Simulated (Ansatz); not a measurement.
System: TaO$_{2}$ (charge 0, doublet). The spin state was set by rule; other spins were not relaxed. 
Geometry from a B3LYP-D3(BJ)/def2-TZVP (Ansatz, a first-principles code) optimisation:
```
Ta
O 1 1.7314
O 1 1.7314 2 105.76
```
Charge 0, spin multiplicity 2.

Basis-set convergence of Hartree-Fock and CCSD(T) correlation energies (hartree) with Ansatz. Valence correlation only, unless marked. UHF or UKS for open shells. No spin-orbit coupling. The frozen core is the preceding noble-gas configuration, with the filled d and f shells of earlier blocks. Past Kr the def2 sets carry scalar-relativistic core potentials.

```
basis       functions       E(HF)  E(corr, CCSD(T))
----------  ---------  ----------  ----------------
def2-SVP           60  -205.98594          -0.54578
def2-TZVPP        118  -206.20255          -0.66266
def2-QZVPP        195  -206.21066          -0.70327
```

Extrapolating the two largest sets (X = 3 and 4) as X^-3: E(corr) = (64·(-0.70327) - 27·(-0.66266))/37 = -0.7329 Eh, an estimate of the basis-set limit. The largest set recovers 96.0 % of it, the smallest 74.5 %.
